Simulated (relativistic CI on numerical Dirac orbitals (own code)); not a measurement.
Fe⁶⁺ in a cubic cluster: 3s photoemission with charge transfer

Computed with a charge-transfer multiplet model of a cubic metal-ligand cluster with up to 2 ligand holes, Slater and spin-orbit integrals from Dirac-Coulomb-Breit ions, Slater integrals scaled by 0.9. The ground state mixes d2 with configurations of k ligand holes L, whose averages lie at kΔ + k(k − 1)U_dd/2; a core hole lowers each added d electron by U_cd. 300 K, Lorentzian 1.4 eV and Gaussian 0.8 eV FWHM.

Atomic integrals in eV (Slater integrals scaled, ζ unscaled), ground: F2dd 13.268, F4dd 8.410, zeta_d 0.080; with the core hole: F2dd 13.963, F4dd 8.880, zeta_d 0.089, G2cd 12.852.

Cluster parameters (eV): U_dd = 5.9, U_cd = 7.3, 10Dq = 2.35, 10Dq(ligand) = 1.1, V(eg) = 1.45, V(t2g) = -0.78, final-state hopping factor = 1.

```tsv
Case	n_d	d2	d3L	d4L2	S
Δ = -2.6 eV	3.27	0.00	0.73	0.27	2.00
Δ = -0.6 eV	3.16	0.00	0.83	0.17	1.99
Δ = 0.4 eV	2.92	0.20	0.69	0.11	1.25
```

Weights, n_d and S are thermal averages at 300 K. Binding energies count from the first peak over 30 % of the highest in each spectrum, which can be another peak from case to case. The parameters are a model scan and need not match a compound or its usual spin state. Peaks in eV (height, largest 100):
- Δ = -2.6 eV: 0.0 (100), 5.3 (54), 9.3 (40), 12.3 (82), 19.0 (30)
- Δ = -0.6 eV: 0.0 (100), 4.8 (77), 7.8 (29), 12.0 (87), 17.8 (27)
- Δ = 0.4 eV: 0.0 (100), 4.8 (68), 11.5 (96), 18.0 (21)

Curve for Δ = -0.6 eV (points under 2 left out, the grid thinned):

```tsv
E (eV)	Intensity
-3.9	4.7
-3.3	6.3
-2.7	9.1
-2.2	13.2
-1.6	23.2
-1.0	47.5
-0.4	88.7
0.2	94.3
0.7	61.8
1.3	32.1
1.9	20.5
2.5	17.7
3.1	21.2
3.6	31.3
4.2	56.9
4.8	76.9
5.4	57.4
6.0	34.3
6.5	27.5
7.1	26.9
7.7	28.6
8.3	27.1
8.9	24.7
9.4	22.1
10.0	21.0
10.6	28.7
11.2	52.8
11.7	80.8
12.3	77.8
12.9	43.1
13.5	22.1
14.1	13.9
14.6	11.1
15.2	9.9
15.8	10.7
16.4	12.8
17.0	18.2
17.5	25.6
18.1	25.3
18.7	14.9
19.3	8.0
19.9	4.8
20.4	3.5
21.0	2.6
21.6	2.0
```

For the case Δ = 0.4 eV, Δ = 0.4 eV is smaller than U_dd = 5.9 eV, the charge-transfer side of the Zaanen-Sawatzky-Allen scheme. With the core hole the configuration with one ligand hole lies at Δ − U_cd = -9.9, -7.9, -6.9 eV from the one without, in the order of the table; where this is negative the screened configuration lies lower. The thermal average of S changes within this range, from 2.0 to 1.3; a value between half-integers is an average over states of different spin.

With at most 2 ligand holes the space is cut while the next configuration still counts, so covalency is underestimated, and a final configuration with one more ligand hole, which can lie low, is missing from the spectra.

Without intra-shell correlation the exchange splitting of the 3s hole comes out too large.
